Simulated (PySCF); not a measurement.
Cl$_{4}$V, doublet, geometry from GFN2-xTB (such geometries of metal compounds can be far from the true shape); DF-BLYP/aug-cc-pVDZ (PySCF).

Input for PySCF:
```python
from pyscf import gto, scf, dft
import numpy

mol = gto.Mole()
mol.atom = '''
    V     0.00000000    0.00000000    0.00000000
    Cl    1.68640898   -0.39049992   -1.07430154
    Cl    0.63181644    0.30687967    1.91238648
    Cl   -0.90946576    1.55036739   -0.95907361
    Cl   -1.40875965   -1.46674714    0.12098867
'''
mol.basis = 'aug-cc-pvdz'
mol.spin = 1
mol.verbose = 4
mol.build()
print('smallest overlap eigenvalue', numpy.linalg.eigvalsh(mol.intor('int1e_ovlp'))[0])

mf = dft.UKS(mol)
mf.xc = 'blyp'
mf = mf.density_fit(auxbasis='def2-universal-jkfit')
mf = scf.addons.remove_linear_dep_(mf, threshold=1e-3, lindep=1e-3)
mf.kernel()
```

It wrote (shortened):

```
PySCF version 2.14.0

[INPUT] verbose = 4
[INPUT] num. atoms = 5
[INPUT] num. electrons = 91
[INPUT] charge = 0
[INPUT] spin (= nelec alpha-beta = 2S) = 1
[INPUT] symmetry False subgroup None
[INPUT] Mole.unit = angstrom
[INPUT] Symbol           X                Y                Z      unit          X                Y                Z       unit  Magmom
[...]
nuclear repulsion = 682.542124703698
number of shells = 43
number of NR pGTOs = 338
number of NR cGTOs = 167
basis = aug-cc-pvdz
ecp = {}
input.py:21: DeprecationWarning: remove_linear_dep_ is deprecated and will be removed in a future release. Linear dependency handling is now built into the SCF procedure by default. Linear dependency removal can be controlled using the following settings:
  pyscf.scf.hf.remove_overlap_zero_eigenvalue = True
  pyscf.scf.hf.overlap_zero_eigenvalue_threshold = 1e-6

  mf = scf.addons.remove_linear_dep_(mf, threshold=1e-3, lindep=1e-3)
smallest overlap eigenvalue 7.01278315829216e-05
Applying remove_linear_dep_ on SCF object.
Using canonical orthogonalization with threshold 0.001

******** <class 'pyscf.df.df_jk.DFUKS'> ********
method = DFUKS
initial guess = minao
damping factor = 0
level_shift factor = 0
DIIS = <class 'pyscf.scf.diis.CDIIS'>
diis_start_cycle = 1
diis_space = 8
diis_damp = 0
SCF conv_tol = 1e-09
SCF conv_tol_grad = None
SCF max_cycles = 50
direct_scf = False
number electrons alpha = 46  beta = 45
XC library pyscf.dft.libxc version 7.1.2
    S. Lehtola, C. Steigemann, M. J. T. Oliveira, and M. A. L. Marques,  SoftwareX 7, 1–5 (2018)
XC functionals = blyp
    A. D. Becke,  Phys. Rev. A 38, 3098 (1988)
    C. Lee, W. Yang, and R. G. Parr,  Phys. Rev. B 37, 785 (1988)
    B. Miehlich, A. Savin, H. Stoll, and H. Preuss,  Chem. Phys. Lett. 157, 200 (1989)
radial grids:
    Treutler-Ahlrichs [JCP 102, 346 (1995); DOI:10.1063/1.469408] (M4) radial grids

becke partition: Becke, JCP 88, 2547 (1988); DOI:10.1063/1.454033
pruning grids: <function nwchem_prune>
grids dens level: 3
symmetrized grids: False
atomic radii adjust function: <function treutler_atomic_radii_adjust>
small_rho_cutoff = 0
Set gradient conv threshold to 3.16228e-05
tot grids = 96424
init E= -2785.69918160182

cycle= 1 E= -2784.64235730249  delta_E= 1.06  |g|= 1.09  |ddm|= 2.87

cycle= 2 E= -2781.03949105136  delta_E=  3.6  |g|= 2.36  |ddm|= 4.02
cycle= 3 E= -2784.72733688867  delta_E= -3.69  |g|= 0.996  |ddm|= 3.93
cycle= 4 E= -2784.92646048517  delta_E= -0.199  |g|= 0.613  |ddm|= 0.228
[...]
cycle= 20 E= -2785.07153568612  delta_E= 0.00313  |g|= 0.125  |ddm|= 0.315
cycle= 21 E= -2785.07306392129  delta_E= -0.00153  |g|= 0.117  |ddm|= 0.319
cycle= 22 E= -2785.0716574221  delta_E= 0.00141  |g|= 0.132  |ddm|= 0.0787
cycle= 23 E= -2785.07125414976  delta_E= 0.000403  |g|= 0.134  |ddm|= 0.0225
cycle= 24 E= -2785.07214913073  delta_E= -0.000895  |g|= 0.128  |ddm|= 0.0192
cycle= 25 E= -2785.07226895077  delta_E= -0.00012  |g|= 0.127  |ddm|= 0.0361
cycle= 26 E= -2785.0746672805  delta_E= -0.0024  |g|= 0.0942  |ddm|= 0.221
cycle= 27 E= -2785.07235781117  delta_E= 0.00231  |g|= 0.126  |ddm|= 0.22
cycle= 28 E= -2785.07423909752  delta_E= -0.00188  |g|= 0.085  |ddm|= 0.101
cycle= 29 E= -2785.06934157122  delta_E= 0.0049  |g|= 0.148  |ddm|= 0.141
cycle= 30 E= -2785.07099650409  delta_E= -0.00165  |g|= 0.105  |ddm|= 0.427
cycle= 31 E= -2785.0720157309  delta_E= -0.00102  |g|= 0.127  |ddm|= 0.346
cycle= 32 E= -2785.07387406657  delta_E= -0.00186  |g|= 0.109  |ddm|= 0.058
cycle= 33 E= -2785.07328378307  delta_E= 0.00059  |g|= 0.112  |ddm|= 0.183
cycle= 34 E= -2785.07341554059  delta_E= -0.000132  |g|= 0.111  |ddm|= 0.0705
cycle= 35 E= -2785.07092916769  delta_E= 0.00249  |g|= 0.107  |ddm|= 0.265
cycle= 36 E= -2785.0731421813  delta_E= -0.00221  |g|= 0.11  |ddm|= 0.245
cycle= 37 E= -2785.07175936082  delta_E= 0.00138  |g|= 0.121  |ddm|= 0.139
cycle= 38 E= -2785.07476895684  delta_E= -0.00301  |g|= 0.0841  |ddm|= 0.107
cycle= 39 E= -2785.06848137911  delta_E= 0.00629  |g|= 0.12  |ddm|= 0.34
cycle= 40 E= -2785.07565963834  delta_E= -0.00718  |g|= 0.0768  |ddm|= 0.343
cycle= 41 E= -2785.07336513961  delta_E= 0.00229  |g|= 0.112  |ddm|= 0.101
cycle= 42 E= -2785.07343577886  delta_E= -7.06e-05  |g|= 0.107  |ddm|= 0.126
cycle= 43 E= -2785.07345239018  delta_E= -1.66e-05  |g|= 0.106  |ddm|= 0.161
cycle= 44 E= -2785.07228576068  delta_E= 0.00117  |g|= 0.108  |ddm|= 0.0773
cycle= 45 E= -2785.07286741798  delta_E= -0.000582  |g|= 0.0989  |ddm|= 0.174
cycle= 46 E= -2785.07104760224  delta_E= 0.00182  |g|= 0.136  |ddm|= 0.151
cycle= 47 E= -2785.07319941353  delta_E= -0.00215  |g|= 0.108  |ddm|= 0.121
cycle= 48 E= -2785.06978230442  delta_E= 0.00342  |g|= 0.125  |ddm|= 0.136
cycle= 49 E= -2785.07452915363  delta_E= -0.00475  |g|= 0.0935  |ddm|= 0.191
cycle= 50 E= -2785.07140019437  delta_E= 0.00313  |g|= 0.134  |ddm|= 0.0714
SCF not converged.
SCF energy = -2785.07140019437 after 50 cycles  <S^2> = 0.75477175  2S+1 = 2.0047661
```

The run did not converge; its last values are not results.
